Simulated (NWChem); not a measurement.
System: CHCl₂, doublet; SMILES Cl[CH]Cl

All runs: NWChem. Pople sets run with spherical d functions. Spin-unrestricted. In the optimisation the excess spin sits in a' (Cs, its own frame). Geometry: optimised at B3LYP/6-31G* (spherical d), spin-unrestricted. No stability test was run on the SCF state. Level B3LYP/6-31G*: single points from the atomic guess with DIIS by default; each run changes one setting, and all converged runs end within 0.3 mHa of each other. cgmin counts macro-iterations, each dearer than a DIIS step.

Problem. Which setting needs the most SCF iterations, or fails (occupation smearing of 0.005 Ha; quadratically convergent solver (cgmin); defaults; no DIIS, 40 % damping; no level shifting)?

Solution. no DIIS, 40 % damping, with 17 against 8 for the defaults.
```
setting                                  SCF iterations
---------------------------------------  --------------
defaults                                              8
no DIIS, 40 % damping                                17
no level shifting                                     8
quadratically convergent solver (cgmin)               6
occupation smearing of 0.005 Ha                       8
```
